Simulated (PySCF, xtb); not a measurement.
Cu(OH2)2 (CuH4O2), SMILES [OH2]->[Cu+]<-[OH2], charge +1, multiplicity 1.

Harmonic wavenumbers (cm⁻¹) from GFN2-xTB (xtb 6.7.1) at its own minimum, in rising order: 28, 93, 95, 239, 446, 471, 474, 537, 555, 1441, 1443, 3513, 3515, 3535, 3536.

Problem. What does PBE-D3(BJ)/def2-TZVP in PySCF 2.14.0 give at its own minimum? (The exact figures need the calculation; the answer reports its results.)

Solution. 98, 131, 131, 324, 324, 391, 501, 645, 649, 1599, 1599, 3655, 3657, 3736, 3736. Paired by order, the mean absolute difference is 111 cm⁻¹ and the zero-point energies are 28.5 and 30.3 kcal/mol.
